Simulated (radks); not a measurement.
Results of a calculation; reference values are marked as such.
Q: A nucleus of charge 35.5 with 35 electrons, 35 electrons, occupied as [Ar] 3d10 4s2 4p5. Level of theory: Dirac Kohn-Sham, PBE, spin-unpolarised, spherical densities, point nucleus; open shells fill j = l - 1/2 first (a radial shooting solver on a logarithmic mesh with Libxc functionals). Some entries of the table are withheld. Estimate them.

| orbital | occ. | eigenvalue (hartree) | <r^2> (bohr^2) |
|---|---|---|---|
| 1s1/2 | 2 | -504.7726 | 0.002388 |
| 2s1/2 | 2 | (1) | 0.04094 |
| 2p1/2 | 2 | -59.78357 | 0.03143 |
| 2p3/2 | 4 | -57.92437 | 0.03287 |
| 3s1/2 | 2 | -9.41670 | 0.3361 |
| 3p1/2 | 2 | (2) | 0.3479 |
| 3p3/2 | 4 | (3) | 0.3613 |
| 3d3/2 | 4 | -2.94326 | 0.4018 |
| 3d5/2 | 6 | -2.89951 | 0.4074 |
| 4s1/2 | 2 | -0.98022 | 2.943 |
| 4p1/2 | 2 | -0.50513 | 4.325 |
| 4p3/2 | 3 | -0.48305 | 4.517 |

A: 
(1) 2s1/2 eigenvalue (hartree): -66.24896
(2) 3p1/2 eigenvalue (hartree): -7.15120
(3) 3p3/2 eigenvalue (hartree): -6.88072
